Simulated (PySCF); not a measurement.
C₄H₁₁ClSi₂.
Structure used (GFN2-xTB), in Å, numbered top down from 1:
```
atom  x, y, z in Å
C1     1.529   -1.196    1.241
C2     1.727    0.002    0.720
C3     1.728    0.301   -0.736
Si4    0.099    1.169   -1.269
Si5   -1.710   -0.246   -0.953
C6    -2.022   -0.525    0.919
Cl7   -2.112    1.060    1.736
H8     1.379   -2.065    0.619
H9     1.523   -1.364    2.304
H10    1.875    0.855    1.369
H11    1.851   -0.621   -1.306
H12    2.569    0.952   -0.975
H13    0.012    2.437   -0.535
H14    0.261    1.519   -2.689
H15   -1.569   -1.607   -1.498
H16   -2.972    0.278   -1.488
H17   -1.217   -1.075    1.402
H18   -2.960   -1.033    1.126
```

Method: TDDFT wB97X-D/def2-SVPD, vertical, gas phase, core orbitals frozen in the response in PySCF.

Task: Predict the UV-vis stick spectrum at this level.

Result: 

| state | E (eV) | E (hartree) | f | main configurations (H = HOMO, L = LUMO) |
| --- | --- | --- | --- | --- |
| S1 | 6.57 | 0.2415 | 0.157 | H→L+1 (91%) |
| S2 | 6.74 | 0.2478 | 0.035 | H→L (46%), H→L+2 (30%) |
| S3 | 6.83 | 0.2512 | 0.011 | H-1→L (36%), H→L+2 (30%), H-1→L+3 (15%) |
| S4 | 6.94 | 0.2549 | 0.064 | H→L (37%), H→L+2 (31%), H-1→L (12%) |
| S5 | 7.28 | 0.2676 | 0.0035 | H-2→L (34%), H-2→L+3 (15%), H-3→L (10%) |
| S6 | 7.30 | 0.2684 | 0.0035 | H-1→L+1 (35%), H-1→L (11%), H-1→L+3 (11%) |
| S7 | 7.37 | 0.2707 | 0.016 | H-1→L+2 (36%), H-1→L (16%), H-1→L+3 (13%) |
| S8 | 7.50 | 0.2755 | 0.043 | H-3→L (31%), H-2→L (26%) |

Triplets, Tamm–Dancoff:

| state | E (eV) | λ (nm) | main configurations (H = HOMO, L = LUMO) |
| --- | --- | --- | --- |
| T1 | 4.41 | 281.0 | H→L+1 (54%), H→L+2 (20%), H→L+3 (8%) |
| T2 | 6.21 | 199.6 | H-1→L (46%), H-1→L+3 (24%), H-1→L+5 (9%) |
| T3 | 6.34 | 195.6 | H→L+2 (26%), H→L+1 (18%), H-3→L+1 (13%) |

The lowest singlet lies at 6.57 eV (189 nm, vacuum ultraviolet) and is strong; its leading configuration is HOMO→LUMO+1 (91%). The lowest level is also the most intense of those listed (f = 0.157). Löwdin shares by element: HOMO carbon 74% or more, silicon 9% or more (atoms not listed hold the other 18%); LUMO silicon 41%, chlorine 14%, hydrogen 10% or more (atoms not listed hold the other 35%). The oscillator strengths of these states sum to 0.333; summed over the whole spectrum of an exact calculation they would give the number of electrons, 80 (Thomas–Reiche–Kuhn). Orbital energies (eV): HOMO-3 -10.45, HOMO-2 -10.32, HOMO-1 -9.85, HOMO -9.11, LUMO 1.48, LUMO+1 1.54, LUMO+2 1.73. Weighted by f, the mean energy of these states is 6.84 eV. No computed singlet lies in the visible range (380 to 750 nm); the lowest, at 189 nm, stands 3.31 eV above its violet end (3.26 eV). Singlets were solved by full linear response, triplets in the Tamm–Dancoff approximation.

One conformer stands for the species.
